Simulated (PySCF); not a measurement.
# Stretching NdCl

Set-up: PySCF, spin-free X2C with a Gaussian nucleus, basis sets Nd x2c-SVPall, Cl x2c-SVPall. Energies in eV from Nd (4f4 6s2) + Cl in their ground configurations at the same level. State: sextet, about 4.0 electrons in the 4f shell (Mulliken), real f orbitals that mix terms.

```json
{"R (Å)": "2.220", "TPSSh": "-3.965"}
{"R (Å)": "2.323", "TPSSh": "-4.506"}
{"R (Å)": "2.426", "TPSSh": "-4.804"}
{"R (Å)": "2.504", "TPSSh": "-4.908"}
{"R (Å)": "2.581", "TPSSh": "-4.937"}
{"R (Å)": "2.658", "TPSSh": "-4.909"}
{"R (Å)": "2.762", "TPSSh": "-4.806"}
{"R (Å)": "2.891", "TPSSh": "-4.607"}
{"R (Å)": "3.046", "TPSSh": "-4.309"}
{"R (Å)": "3.252", "TPSSh": "-3.874"}
```

Put a parabola through the three lowest points of the TPSSh curve and estimate Re, k and ωe (reduced mass 28.06 u; 1 eV/Å² = 0.16022 mdyn/Å; ωe = 1302.8·√(k/μ) cm⁻¹).

Through R = 2.504, 2.581, 2.658 Å the second-order coefficient is 4.81 eV/Å², so Re ≈ 2.582 Å, k ≈ 1.54 mdyn/Å and ωe ≈ 305 cm⁻¹. A polynomial fit of higher order to the unrounded TPSSh energies gives Re = 2.578 Å, k = 1.55 mdyn/Å, ωe = 306 cm⁻¹; anharmonicity and rounding make the difference.

The higher-order fit for each curve: TPSSh: Re = 2.578 Å, ωe = 306 cm⁻¹, De = 4.94 eV.

Spin–orbit coupling is left out, which matters for elements this heavy, above all for dissociation energies. With d or f electrons several states lie close, and the lowest PBE0 determinant need not be the measured ground state.
